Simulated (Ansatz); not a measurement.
Program: Ansatz. Geometries: PBE0-D4/def2-TZVP. ΔE: electronic, gas phase. CBS: MP2 limit from def2 TZ/QZ plus the TZ coupled-cluster correction, frozen cores. This one scheme is used for every species. DFT in def2-TZVPP. B3LYP here is the variant with VWN-RPA as its local correlation; programs differ in this. HSE06 is defined as in plane-wave codes. For Br, Ga outer-core shells are correlated without core-valence functions, which leaves a few kJ/mol of doubt a bond. Scalar relativity is left out up to krypton. One conformer a species, not always the lowest.

Consider the hydrogenolysis of a Ga–Br bond: `C=[CH][Ga]([F])[Br]` + H₂ → `C=[CH][GaH][F]` + HBr.

`C=[CH][Ga]([F])[Br]`:

Cartesian coordinates in Å:
```
C 1.289 0.039 0.715
C -0.024 -0.175 0.716
Ga -1.031 0.049 -0.910
F -0.162 0.535 -2.352
Br -3.260 -0.236 -1.236
H 1.888 -0.078 1.616
H 1.825 0.340 -0.180
H -0.525 -0.475 1.632
```

H₂:

Cartesian coordinates in Å:
```
H 0.198 -0.234 -0.213
H -0.198 0.234 0.213
```

`C=[CH][GaH][F]`:

Cartesian coordinates in Å:
```
C 0.561 1.320 -0.171
C 0.470 0.026 -0.474
Ga -0.777 -1.128 0.453
F -0.783 -2.811 -0.072
H -0.052 1.779 0.601
H 1.254 1.988 -0.677
H 1.111 -0.375 -1.256
H -1.782 -0.800 1.596
```

HBr:

Cartesian coordinates in Å:
```
Br -0.238 -0.351 0.570
H 0.238 0.351 -0.570
```

```csv
level,ΔE (kJ/mol),difference from CCSD(T)/CBS
PBE-D4,110.9,-3.2
r2SCAN0-D4,117.1,3.0
ωB97X-V,109.7,-4.4
ωB97M-V,109.8,-4.3
B2PLYP,111.0,-3.1
B3LYP,104.6,-9.5
HSE06,108.7,-5.4
BHLYP,107.3,-6.8
MP2/def2-SVP,117.4,3.3
CCSD(T)/def2-TZVPP,112.0,-2.1
CCSD(T)/CBS,114.1,0
```

Largest T1 diagnostic among the species: 0.014.

From BLYP to BHLYP (50 % exact exchange), in def2-TZVPP and without D4, ΔE moves by +4.5 kJ/mol. At CCSD(T), def2-SVP lies −6.1 kJ/mol from the extrapolated value and def2-TZVPP −2.1 kJ/mol.

CCSD(T)/CBS has its own doubt, a few kJ/mol and more with outer-core shells, so smaller differences from it don't rank the levels.
